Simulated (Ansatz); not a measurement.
Reaction (formal exchange of groups at a Zr–O bond): `[OH][Zr]([Cl])([Cl])[Cl]` + `C/C=C(/C)F` → `[CH3][Zr]([Cl])([Cl])[Cl]` + `C/C(F)=C\O`

Isolated molecules relaxed with PBE0-D4/def2-TZVP in Ansatz; ΔE leaves out vibrations. CBS: MP2 limit from def2 TZ/QZ plus the TZ coupled-cluster correction, frozen cores. Double bonds are as drawn, so ΔE can hold a change between cis and trans. Functionals use def2-TZVPP. B3LYP here is the variant with VWN-RPA as its local correlation; programs differ in this. def2 core potentials past Kr. For Zr outer-core shells are correlated without core-valence functions, which leaves a few kJ/mol of doubt a bond. One conformer a species, not always the lowest.

| level | ΔE (kJ/mol) | difference from CCSD(T)/CBS |
| --- | --- | --- |
| PBE0-D4 | 223.8 | -8.6 |
| B3LYP-D4 | 228.4 | -4.0 |
| ωB97X-V | 232.8 | 0.4 |
| r2SCAN | 227.2 | -5.2 |
| B3LYP | 229.0 | -3.4 |
| HF/def2-TZVPP | 241.6 | 9.2 |
| HF/def2-QZVPP | 242.2 | 9.8 |
| MP2/def2-QZVPP | 240.7 | 8.3 |
| HF/CBS(def2) | 242.3 | 9.9 |
| MP2/CBS(def2) | 240.6 | 8.2 |
| CCSD(T)/CBS | 232.4 | 0 |

Largest T1 diagnostic among the species: 0.016.

From PBE to PBE0 (25 % exact exchange), in def2-TZVPP and without D4, ΔE moves by +5.0 kJ/mol.
